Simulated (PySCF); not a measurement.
Isomers of C5H2ClFOS, one GFN2-xTB conformer each. Single-point energies are computed at PBE0/pcSseg-1 (PySCF, gas phase, no added dispersion term), electronic only.

```tsv
SMILES	GFN2-xTB relative energy (kcal/mol)
O=c1ccsc(Cl)c1F	20.2
O=C(Cl)c1sccc1F	0.0
```

Conformers: `[O:1]=[C:2]([Cl:3])[c:4]1[s:5][cH:6][cH:7][c:8]1[F:9]` with O1–C2–C4–S5 180°.

**Question.** What does PBE0/pcSseg-1 give for the same structures?

**Answer.** 
```
         SMILES  PBE0/pcSseg-1 E (Eh)  PBE0/pcSseg-1 (kcal/mol)  GFN2-xTB (kcal/mol)  point group
O=C(Cl)c1sccc1F           -1224.41966                       0.0                  0.0           Cs
O=c1ccsc(Cl)c1F           -1224.39108                      17.9                 20.2           Cs
```

Both levels put the same isomer lowest. 

**Question.** Which frontier levels, dipoles and rotational constants go with these structures?

**Answer.** 
| SMILES | HOMO (eV, PBE0/pcSseg-1) | LUMO (eV) | dipole (D) | A, B, C (MHz) |
| --- | --- | --- | --- | --- |
| O=C(Cl)c1sccc1F | -7.92 | -2.46 | 4.89 | 1855, 1068, 677.6 |
| O=c1ccsc(Cl)c1F | -7.39 | -2.17 | 4.60 | 1676, 1157, 684.7 |
